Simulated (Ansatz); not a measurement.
Born–Oppenheimer molecular dynamics of CH7B2ClSi (12 atoms, charge 0, multiplicity 1). It starts at the highest image of a converged band. Of that band: The profile has 2 maxima (images 4, 7) with wells between them (image 6): this band takes more than one step, which may be the mechanism or a detour left from its start path. A vibrational analysis at the climbing image gives one clearly imaginary mode, 135i cm⁻¹: a first-order saddle point.

These are results of RKS revPBE/def2-SVP (Ansatz 0.2.0), not measurements.

```
ensemble                      : NVE (velocity Verlet)
time step                     : 0.5 fs
steps asked                   : 200
starting velocities drawn for : 100 K
seed                          : 3146
```

First frame:

```xyz
12
Properties=species:S:1:pos:R:3
C -1.082 -0.623 1.434
B -0.541 -0.530 -0.038
Si 1.317 0.769 -0.376
B -0.142 -0.517 -1.489
Cl 0.135 -0.529 -3.219
H -1.279 0.358 1.911
H -0.359 -1.171 2.072
H -2.028 -1.204 1.437
H 1.215 2.160 -0.950
H 2.563 0.106 -0.898
H 1.487 0.900 1.117
H -1.209 0.226 -0.967
```

(1) How far do the bonds stretch over the last three quarters of this one trajectory? (Pairs bonded in most of those frames.)

## Answers

(1) 
```csv
bond,mean (Å),spread (Å),shortest,longest
C1–B2,1.557,0.020,1.52,1.59
C1–H6,1.109,0.011,1.09,1.13
C1–H7,1.111,0.018,1.08,1.14
C1–H8,1.113,0.004,1.10,1.12
B2–B4,1.530,0.021,1.49,1.57
B2–H12,1.380,0.020,1.35,1.42
Si3–B4,2.115,0.042,2.06,2.20
Si3–H9,1.511,0.023,1.48,1.54
Si3–H10,1.506,0.003,1.50,1.51
Si3–H11,1.509,0.004,1.50,1.52
B4–Cl5,1.774,0.013,1.75,1.80
B4–H12,1.424,0.024,1.38,1.48
```

Mean temperature of the second half: 75 K. The conserved energy stayed within 0.046 meV per atom of its start (net change 0.038 meV per atom), so the integration is sound. A run of 0.1 ps of so small a system gives no equilibrium averages. The orbitals stay closed-shell, which can raise the energy where a bond breaks towards radicals; this wasn't checked here.

The run took 4.5 min on 2 threads of Intel(R) Xeon(R) 6975P-C (Granite Rapids), on a shared host, peak memory 0.16 GiB.
